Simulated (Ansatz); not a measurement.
# Energy profile

The step: Si₂H₃Cl₂F ([F][Si]([SiH3])([Cl])[Cl]) + H₂O + HF → SiCl₂F₂ ([F][Si]([F])([Cl])[Cl]) + SiH₄ + H₂O; bonds formed: Si1–F7, Si2–H8, H6–O9; bonds broken: Si1–Si2, H6–F7, H8–O9 (atoms numbered as in the saddle structure below).

Si1  (-0.700, -0.821, 0.587)
Si2  (-0.013, 0.195, -1.604)
Cl3  (0.018, -2.580, -0.418)
Cl4  (-2.632, -1.476, 0.788)
F5  (0.276, -1.030, 1.864)
H6  (0.458, 1.492, 1.344)
F7  (-1.113, 0.742, 1.125)
H8  (0.843, 0.603, 0.085)
O9  (1.328, 1.276, 0.922)
H10  (-1.339, -0.275, -2.082)
H11  (0.025, 1.676, -1.799)
H12  (1.099, -0.445, -2.340)
H13  (1.750, 0.643, 1.527)
(Å)

Electronic energies by CCSD(T) at an estimated basis limit (MP2 extrapolated from triple and quadruple zeta, plus CCSD(T) − MP2 in triple zeta), on PBE0-D4/def2-TZVP structures; Si$_{2}$H$_{6}$Cl$_{2}$OF$_{2}$, singlet; no counterpoise correction. Ansatz 0.2.0; basis: def2-TZVPP and def2-QZVPP; cores frozen in the correlated methods. Extrapolation: Hartree–Fock as exp(−7.88 √X), correlation as X^−2.97.

**Question.** Give the profile in kJ/mol, counted from the separated reactants. (An estimate is asked for; the value comes from the calculation.)

**Answer.** The calculation gives:
```
                                                                                                                                                                             point  kJ/mol
separated: Si$_{2}$H$_{3}$Cl$_{2}$F (linked as [F][Si]([SiH3])([Cl])[Cl]; Si1, Si2, Cl3, Cl4, F5, H10, H11, H12; singlet) + HF (H6, F7; singlet) + H$_{2}$O (H8, O9, H13; singlet)     0.0
                                                                                                                                                                   start structure   -61.5
                                                                                                                                                                            saddle   114.5
                                                                                                                                                                     end structure  -162.3
   separated: SiCl$_{2}$F$_{2}$ (linked as [F][Si]([F])([Cl])[Cl]; Si1, Cl3, Cl4, F5, F7; singlet) + SiH$_{4}$ (Si2, H8, H10, H11, H12; singlet) + H$_{2}$O (H6, O9, H13; singlet)  -143.1
```

No T1 diagnostic of these runs exceeds 0.012.

For scale, one of the runs: CCSD(T)/def2-TZVPP, 345 basis functions, launched by `ansatz run in.yaml --threads 4 --pin off --events-out ev --progress --plain --max-ram 66560MiB --backend cuda --devices 0, --max-vram 37GiB`. Time: 14 s of wall clock on 4 CPU threads of an AMD EPYC 7R13 and a share of one NVIDIA H100; the host was shared. Peak host memory: 0.85 GiB.
